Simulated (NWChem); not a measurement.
System: WNH₂SOF; SMILES [NH2][W](=[O])([F])=[S]

NWChem printed, in part:

```
             Northwest Computational Chemistry Package (NWChem) 7.3.0
             --------------------------------------------------------

 C1  symmetry detected

                             Geometry "geometry" -> ""
                             -------------------------

 Output coordinates in angstroms (scale by  1.889725989 to convert to a.u.)

  No.       Tag          Charge          X              Y              Z
 ---- ---------------- ---------- -------------- -------------- --------------
    1 W                   74.0000     0.01219848    -0.15582310     0.03680830
    2 O                    8.0000    -0.28043103    -0.66083254     1.62949361
    3 S                   16.0000     0.09537641     1.97904195    -0.05615655
    4 F                    9.0000     1.60095393    -0.90433443    -0.60458750
    5 N                    7.0000    -1.50905556    -0.71879923    -0.99231282
    6 H                    1.0000    -2.13654096    -1.45865513    -0.68408928
    7 H                    1.0000    -1.89391695    -0.21784215    -1.78969158

 Effective nuclear repulsion energy (a.u.)     952.3048251511

                                 NWChem DFT Module
                                 -----------------

 Summary of "ao basis" -> "ao basis" (spherical)
 ------------------------------------------------------------------------------
       Tag                 Description            Shells   Functions and Types
 ---------------- ------------------------------  ------  ---------------------
 W                          def2-svp                12       32   6s3p2d1f
 O                          def2-svp                 6       14   3s2p1d
 S                          def2-svp                 8       18   4s3p1d
 F                          def2-svp                 6       14   3s2p1d
 N                          def2-svp                 6       14   3s2p1d
 H                          def2-svp                 3        5   2s1p

            General Information
            -------------------
          SCF calculation type: DFT
          Wavefunction type:  closed shell.
          No. of atoms     :     7
          No. of electrons :    56
           Alpha electrons :    28
            Beta electrons :    28
          Charge           :     0
          Spin multiplicity:     1
          Use of symmetry is: off; symmetry adaption is: off
          Maximum number of iterations: 150
          AO basis - number of functions:   102
                     number of shells:    44
          Convergence on energy requested:  1.00D-06
          Convergence on density requested:  1.00D-05
          Convergence on gradient requested:  5.00D-04

              XC Information
              --------------
                         B3LYP Method XC Potential
                     Hartree-Fock (Exact) Exchange  0.200
                        Slater Exchange Functional  0.800 local
                    Becke 1988 Exchange Functional  0.720 non-local
              Lee-Yang-Parr Correlation Functional  0.810
                  VWN I RPA Correlation Functional  0.190 local

             Grid Information
             ----------------
          Grid used for XC integration:  medium
          Radial quadrature: Mura-Knowles
          Angular quadrature: Lebedev.
          Tag              B.-S. Rad. Rad. Pts. Rad. Cut. Ang. Pts.
          ---              ---------- --------- --------- ---------
          W                   1.35      123           9.0       590
          O                   0.60       49          10.0       434
          S                   1.00       88          11.0       590
          F                   0.50       49          10.0       434
          N                   0.65       49           9.0       434
          H                   0.35       45          11.0       434
          Grid pruning is: on
          Number of quadrature shells:   448
          Spatial weights used:  Erf1

      Superposition of Atomic Density Guess
      -------------------------------------

 Sum of atomic energies:        -699.75033978

      Non-variational initial energy
      ------------------------------

 Total energy =    -693.293715
 1-e energy   =   -1520.045260
 2-e energy   =     554.444952
 HOMO         =      -0.338489
 LUMO         =      -0.012675

   convergence    iter        energy       DeltaE   RMS-Dens  Diis-err
 ---------------- ----- ----------------- --------- --------- ---------
 d= 0,ls=0.0,diis     1   -695.7609639836 -9.68D+02  5.24D-02  3.68D+00
 d= 0,ls=0.0,diis     2   -689.2307170369  6.53D+00  4.26D-02  5.50D+01
 d= 0,ls=0.0,diis     3   -696.0671292823 -6.84D+00  9.30D-03  1.64D+00
 d= 0,ls=0.0,diis     4   -696.1817592091 -1.15D-01  4.60D-03  5.07D-01
 d= 0,ls=0.0,diis     5   -696.2147052506 -3.29D-02  2.72D-03  1.16D-01
  Resetting Diis
 d= 0,ls=0.0,diis     6   -696.2310769701 -1.64D-02  4.54D-04  6.76D-03
 d= 0,ls=0.0,diis     7   -696.2317544507 -6.77D-04  4.89D-04  5.57D-04
 d= 0,ls=0.0,diis     8   -696.2313173186  4.37D-04  3.96D-04  4.35D-03
 d= 0,ls=0.0,diis     9   -696.2318032359 -4.86D-04  6.55D-05  1.23D-04
 d= 0,ls=0.0,diis    10   -696.2318151958 -1.20D-05  1.72D-05  8.75D-06
 d= 0,ls=0.0,diis    11   -696.2318160906 -8.95D-07  6.87D-06  5.85D-07

         Total DFT energy =     -696.231816090556
      One electron energy =    -1523.613123329304
           Coulomb energy =      615.072170646497
    Exchange-Corr. energy =      -59.997456325110
 Nuclear repulsion energy =      272.306592917361

 Numeric. integr. density =       56.000004622145

                       DFT Final Molecular Orbital Analysis
                       ------------------------------------

 Vector   26  Occ=2.000000D+00  E=-3.222516D-01
              MO Center= -4.0D-01,  7.0D-01, -1.3D-01, r^2= 4.1D+00
   Bfn.  Coefficient  Atom+Function         Bfn.  Coefficient  Atom+Function
  ----- ------------  ---------------      ----- ------------  ---------------
    58      0.380919  3 S  py                55      0.284486  3 S  py
    37     -0.216477  2 O  py                84      0.190851  5 N  pz
    83      0.185225  5 N  py                 3      0.183338  1 W  s
     8      0.172711  1 W  py                82     -0.166983  5 N  px
    52      0.164720  3 S  py                40     -0.158894  2 O  py

 Vector   27  Occ=2.000000D+00  E=-2.899968D-01
              MO Center= -7.3D-02,  1.1D+00, -1.1D-01, r^2= 3.2D+00
   Bfn.  Coefficient  Atom+Function         Bfn.  Coefficient  Atom+Function
  ----- ------------  ---------------      ----- ------------  ---------------
    57      0.466630  3 S  px                54      0.357115  3 S  px
    16      0.273445  1 W  d -2              51      0.203383  3 S  px
    85     -0.164190  5 N  px                82      0.162621  5 N  px
    83     -0.138690  5 N  py                36      0.128147  2 O  px
    81     -0.128678  5 N  s                  7     -0.111865  1 W  px

 Vector   28  Occ=2.000000D+00  E=-2.729671D-01
              MO Center=  9.8D-03,  1.4D+00,  1.5D-01, r^2= 2.8D+00
   Bfn.  Coefficient  Atom+Function         Bfn.  Coefficient  Atom+Function
  ----- ------------  ---------------      ----- ------------  ---------------
    59      0.523688  3 S  pz                56      0.391963  3 S  pz
    53      0.222641  3 S  pz                38     -0.195989  2 O  pz
    37     -0.179163  2 O  py                41     -0.155917  2 O  pz
    17      0.132053  1 W  d -1              40     -0.132676  2 O  py
     9     -0.120279  1 W  pz                58      0.114906  3 S  py

 Vector   29  Occ=0.000000D+00  E=-9.394492D-02
              MO Center= -9.4D-02,  3.1D-01,  5.8D-02, r^2= 2.9D+00
   Bfn.  Coefficient  Atom+Function         Bfn.  Coefficient  Atom+Function
  ----- ------------  ---------------      ----- ------------  ---------------
    16      0.696323  1 W  d -2              57     -0.397350  3 S  px
    19      0.311132  1 W  d  1              36      0.235502  2 O  px
    54     -0.220155  3 S  px                39      0.210980  2 O  px
    99      0.192105  7 H  s                 94     -0.178641  6 H  s
    17      0.168846  1 W  d -1              21      0.154640  1 W  d -2

 Vector   30  Occ=0.000000D+00  E=-7.887768D-02
              MO Center= -7.9D-02, -3.9D-02, -8.9D-02, r^2= 2.6D+00
   Bfn.  Coefficient  Atom+Function         Bfn.  Coefficient  Atom+Function
  ----- ------------  ---------------      ----- ------------  ---------------
    17      0.611038  1 W  d -1              20     -0.468286  1 W  d  2
    18      0.305021  1 W  d  0              59     -0.258912  3 S  pz
    58      0.181297  3 S  py                86      0.176753  5 N  py
    87      0.168189  5 N  pz                37     -0.164604  2 O  py
    83     -0.164857  5 N  py                50     -0.159197  3 S  s

 Vector   31  Occ=0.000000D+00  E=-3.513512D-02
              MO Center= -1.3D-01, -2.9D-03, -7.7D-02, r^2= 3.9D+00
   Bfn.  Coefficient  Atom+Function         Bfn.  Coefficient  Atom+Function
  ----- ------------  ---------------      ----- ------------  ---------------
    81      0.571157  5 N  s                  6     -0.466789  1 W  s
    20     -0.464535  1 W  d  2              58      0.430441  3 S  py
    18     -0.413917  1 W  d  0              50     -0.295426  3 S  s
    17     -0.269556  1 W  d -1              37      0.248710  2 O  py
    94     -0.248564  6 H  s                 25     -0.241745  1 W  d  2

     Multipole analysis of the density
     ---------------------------------

     L   x y z        total         alpha         beta         nuclear
     -   - - -        -----         -----         ----         -------
     0   0 0 0      0.000000    -28.000000    -28.000000     56.000000

     1   1 0 0     -1.099514      0.141796      0.141796     -1.383107
     1   0 1 0     -0.636401     -9.152089     -9.152089     17.667777
     1   0 0 1     -1.010228      1.581614      1.581614     -4.173456

[...]
```

Level: B3LYP/def2-SVP with def2 effective core potentials on W, vertical spin-unrestricted ions. Coordinates come from a PBE0/def2-SVP optimisation. Not confirmed as a minimum by frequencies. B3LYP is NWChem's, with the RPA form of VWN correlation. def2 effective core potentials on W; no spin-orbit coupling.

Problem. Which NWChem input produces such a log?

Solution. One answer among several that fit: the input that was run:
```
start job
memory heap 200 mb stack 900 mb global 1100 mb
geometry units angstroms noautoz
  W      0.007194    -0.156527    -0.002913
  O     -0.142496    -0.724845     1.588288
  S     -0.044413     1.981183    -0.030161
  F      1.589171    -0.785988    -0.775525
  N     -1.545860    -0.782683    -0.944294
  H     -2.104778    -1.568719    -0.618895
  H     -2.014893    -0.283602    -1.696501
end
basis spherical
  W library def2-svp
  O library def2-svp
  S library def2-svp
  F library def2-svp
  N library def2-svp
  H library def2-svp
end
ecp
  W library def2-ecp
end
dft
  xc b3lyp
  iterations 150
  vectors input atomic output neutral.movecs
end
task dft energy
charge 1
dft
  odft
  mult 2
  vectors input atomic output cation.movecs
end
task dft energy
```
